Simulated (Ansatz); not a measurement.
Ansatz results at the PBE0-D4/def2-TZVP geometry: HOMO energy (B3LYP/def2-TZVPP) -7.78 eV; HOMO energy (PBE/def2-TZVPP) -6.66 eV; LUMO energy (B3LYP/def2-TZVPP) -2.08 eV.

Each molecule was computed in one conformer, which needn't be the lowest.

Task: Which molecule gave them?
A. `[NH2][Ge][Br]`
B. `C[O][Ge][O]C`
C. `C[S][Ge][S]C`
D. `CC(C)(C)[O][Ge][F]`

Result: D. The others give `[NH2][Ge][Br]`: -7.20, -6.29, -2.12; `C[O][Ge][O]C`: -7.23, -6.18, -1.68; `C[S][Ge][S]C`: -6.65, -5.78, -2.10.

B3LYP here is the variant with VWN-RPA as its local correlation; programs differ in this.
